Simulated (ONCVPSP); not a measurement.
**Transferability test, ONCV potential for cerium**

cerium (Ce), optimised norm-conserving Vanderbilt (ONCV), made with ONCVPSP 4.0.1 (PBE, fully relativistic). Core [Kr] 4d10, reference 5s2 5p6 5d2 6s2. Waves: 5s+6s: rc 2.45 bohr, ncon 5, nbas 8, qcut 3.8 1/bohr, 2 projectors; 5p: rc 1.75 bohr, ncon 5, nbas 9, qcut 5.5 1/bohr, 2 projectors, debl 0.7 Ha; 5d: rc 2.85 bohr, ncon 4, nbas 9, qcut 5.3 1/bohr, 3 projectors, debl 0.6 Ha; f scattering state at 0.21 Ha: rc 2.40 bohr, ncon 3, nbas 7, qcut 4.1 1/bohr, 1 projector. Local part: polynomial inside 1.70 bohr (lpopt 5, dvloc0 0 Ha). Core correction: Teter function, fcfact 4, rcfact 1.45.

Open shells are filled in proportion to 2j + 1.

In the p channel the program set the typed energies aside and used -0.914, 0.250 Ha (j = l + 1/2; the other j can differ). In the f channel the program set the typed energies aside and used -0.413 Ha (j = l + 1/2; the other j can differ).

Energies are relative to the spin-unpolarised reference configuration 5s2 5p6 5d2 6s2; without spin polarisation the order of configurations can differ from experiment.

```tsv
valence configuration	charge	ΔE all-electron (eV)	error AE − PS (meV)
4f1 5s2 5p6 5d1 6s2	0	-4.753	+2065
4f1 5s2 5p6 5d1 6s1	+1	1.318	+2057
5s2 5p6 5d2 6s1	+1	6.420	-1.4
```

Question: What are ΔE and the potential's error for 4f1 5s2 5p6 5d1 6s0?

Answer: ΔE = 12.397 eV all-electron; the error (AE − PS) is +2035 meV.

These tests converged, but a pseudo level misses the all-electron one widely, so the file describes the atom poorly there or has found another state: 4f1 5s2 5p6 5d1 6s2: 4f by 4.0 eV; 4f1 5s2 5p6 5d1 6s1: 4f by 4.0 eV; 4f1 5s2 5p6 5d1 6s0: 4f by 4.0 eV.

Note: no bound ghost flagged but for a GHOST(-) flag that falls on a real empty level of the atom; GHOST(+) flagged for s at 62.7 eV.
